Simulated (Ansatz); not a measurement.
`C[NH][GeH2][Cl]` + H–F → `C[NH][GeH2][F]` + HCl at 400 K and 1 bar (ligand exchange at a Ge–Cl bond).

Program: Ansatz. Geometries: PBE0-D4/def2-TZVP. ΔE: electronic, gas phase. CBS: MP2 limit from def2 TZ/QZ plus the TZ coupled-cluster correction, frozen cores. This one scheme is used for every species. For Ge outer-core shells are correlated without core-valence functions, which leaves a few kJ/mol of doubt a bond. Scalar relativity is left out up to krypton. Each species was taken in one conformer, which may not be the lowest.

| species | CCSD(T)/CBS energy (Eh) | H − E (kJ/mol) | S (J/(mol·K)) |
| --- | --- | --- | --- |
| `C[NH][GeH2][Cl]` | -2632.29815 | 219.2 | 373.8 |
| H–F | -100.39570 | 36.5 | 182.2 |
| `C[NH][GeH2][F]` | -2272.30685 | 220.5 | 362.1 |
| HCl | -460.38127 | 29.6 | 195.4 |

H − E and S are ideal-gas, rigid-rotor, harmonic terms from PBE0-D4/def2-TZVP, for one conformer and one mirror image of each species. 1 Eh = 2625.50 kJ/mol, R = 8.31446 J/(mol·K).

**Question.** By hand: ΔE, ΔH, ΔS and ΔG.

**Answer.** ΔE = (-2272.30685) + (-460.38127) − (-2632.29815) − (-100.39570) = 0.00573 Eh = 15.0 kJ/mol. Δ(H − E) = 220.5 + 29.6 − 219.2 − 36.5 = -5.6, so ΔH = 9.4 kJ/mol. ΔS = 362.1 + 195.4 − 373.8 − 182.2 = 1.5 J/(mol·K). ΔG = 9.4 − 400 × (1.5)/1000 = 8.8 kJ/mol.

**Question.** By hand: the equilibrium constant, and the temperature at which ΔG would vanish if ΔH and ΔS stayed fixed.

**Answer.** log₁₀ K = −ΔG/(RT ln 10) = -1.1. ΔG = 0 at ΔH/ΔS = 6267 K, far beyond where these terms or the molecules hold.

The number of gas molecules stays the same, so ΔS is small and ΔH decides. A doubt of 5 kJ/mol in ΔE shifts log₁₀ K by 0.7 here. Other conformers and mirror images would add mixing entropy, several J/(mol·K) or more a flexible species. These are equilibria of isolated gas molecules and say nothing of rates. Largest T1 diagnostic: 0.011 (customary marks: 0.02 for closed shells, 0.045 for open ones).
